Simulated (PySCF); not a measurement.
**Te (tellurium, neutral) across methods**

[Kr] 4d10 5s1 5p4 6s1, high-spin 5P determinant (an excited configuration). Computed with PySCF 2.14 in aug-cc-pwCVTZ-DK3 with one added diffuse shell each of s, p, d, f type (11s10p8d5f1g, 125 functions), with the spin-free X2C one-electron Hamiltonian (Gaussian nucleus).

```tsv
method	E (hartree)	mean ε 5p α (eV)	mean ε 5p β (eV)	mean ε 6s α (eV)	Σ⟨r²⟩ (bohr²)	⟨S²⟩
UHF	-6790.12200	-15.152	-10.382	-3.269	99.09	6.015
LDA	-6786.59	-10.500	-8.568	-2.228	91.20	6.002
PBE	-6792.53	-10.452	-8.429	-2.110	92.69	6.004
PBE0	-6792.60	-11.782	-9.218	-2.481	93.51	6.005
```

(1) Estimate the same row for r2SCAN.

The outer electron is Rydberg-like, and this basis confines it to a smaller radius and binds it less than a complete one would.

Results:

(1) E (hartree) = -6792.96; mean ε 5p α (eV) = -11.065; mean ε 5p β (eV) = -8.578; mean ε 6s α (eV) = -2.139; Σ⟨r²⟩ (bohr²) = 94.20; ⟨S²⟩ = 6.009.
